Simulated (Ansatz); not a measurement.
Input file for Ansatz (an electronic-structure program): R-PBE/def2-TZVPP on H4Si2 (SMILES [SiH][SiH3]), a point of a torsion scan.

Ansatz 0.2 input:
```yaml
crystal:
  periodic: [false, false, false]
  atoms:
    - {symbol: Si, position_ang: [1.50478358, -0.90362937, -0.06441497]}
    - {symbol: Si, position_ang: [-0.54260052, 0.09541221, 0.02315751]}
    - {symbol: H, position_ang: [2.47737402, 0.23576401, -0.02568407]}
    - {symbol: H, position_ang: [-1.23281255, -0.30878818, -1.21738022]}
    - {symbol: H, position_ang: [-0.91125996, 1.51430430, 0.17369868]}
    - {symbol: H, position_ang: [-1.26946156, -0.56652903, 1.12360585]}
basis:
  gaussian:
    orbitals: def2-TZVPP
hamiltonian:
  xc: {name: PBE}
scf: {lower_state_search: off}
```

The log:

```
WARN ansatz: RAYON_NUM_THREADS=1 ignored (pool sized by the plan → 1); use --threads N
Functional definition: PBE
these checks for a lower state are left out or cut short: stability, starts, cluster_reference, orbital_swaps, neighbouring_geometries, increment
integrals: 0.05 GiB planned
812 factors; their error is unknown
mean field: 0.38 GiB planned
mean field evaluation 1: about -15808.5046 eV, gradient 1.9e1 eV
mean field evaluation 2: about -15808.4949 eV, gradient 1.9e1 eV
mean field evaluation 4: about -15810.0448 eV, gradient 9.5e-1 eV
mean field evaluation 8: about -15810.0460 eV, gradient 3.2e-2 eV
mean field evaluation 16: about -15810.0136 eV, gradient 2.5e-5 eV
mean field -15810.01356161 eV, -581.0072819769 hartree, gradient 1.9e-6 eV, S^2 0.000000; 0 other end points of the search recorded, 0 dependent functions left out
reference -15810.01359964 eV, -581.0072833745 hartree; 16, 16 occupied and 124, 124 virtual orbitals, 812 factors
Total energy: -15810.01359964 eV, -581.0072833745 hartree
Checks for a lower state left out: stability, starts, cluster_reference, orbital_swaps, neighbouring_geometries, increment
```

Self-consistency was reached.

Cost: around 0.9 core-seconds (rough).
